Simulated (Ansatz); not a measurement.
Relaxation of CH4AlCl3 (9 atoms, charge 0, multiplicity 1), to a largest force component of 0.03 eV/Å in at most 50 steps.

Method: RKS B3LYP-D4/def2-SVP (Ansatz 0.2.0).

```xyz
9
Properties=species:S:1:pos:R:3
Al -1.221 0.151 -0.316
C 0.290 -0.971 0.239
Cl -1.675 0.426 -2.350
Cl -2.527 0.986 1.104
H 1.761 0.894 0.249
Cl 1.640 2.182 0.026
H 1.105 -0.960 -0.503
H 0.673 -0.686 1.232
H -0.045 -2.021 0.319
```

Q: Where does it end, and by what steps?

A: The forces met the threshold. The force dipped under the threshold on the way, but the program's further checks kept it going. After 10 steps the energy has fallen by 0.199 eV; Cl6 moved furthest, 0.69 Å. Joined: Al1–Cl6.

| step | energy less start (eV) | largest force component (eV/Å) | accepted |
| --- | --- | --- | --- |
| 0 | 0.0000 | 0.644 | yes |
| 1 | -0.0374 | 1.212 | yes |
| 2 | -0.0856 | 1.161 | yes |
| 3 | -0.1324 | 1.062 | yes |
| 4 | -0.1391 | 0.604 | yes |
| 5 | -0.1952 | 0.126 | yes |
| 6 | -0.1954 | 0.065 | yes |
| 7 | -0.1950 | 0.294 | no |
| 8 | -0.1981 | 0.024 | yes |
| 9 | -0.1984 | 0.053 | yes |
| 10 | -0.1987 | 0.028 | yes |

```xyz
9
Properties=species:S:1:pos:R:3
Al -0.944 0.278 -0.273
C 0.274 -1.140 0.260
Cl -1.444 0.546 -2.313
Cl -2.286 1.120 1.131
H 1.900 1.350 0.209
Cl 0.967 2.189 -0.118
H 1.107 -1.263 -0.453
H 0.688 -0.975 1.269
H -0.263 -2.104 0.290
```

The run took 36 s on 2 threads of Arm Neoverse V1, on a shared host, peak memory 0.25 GiB.
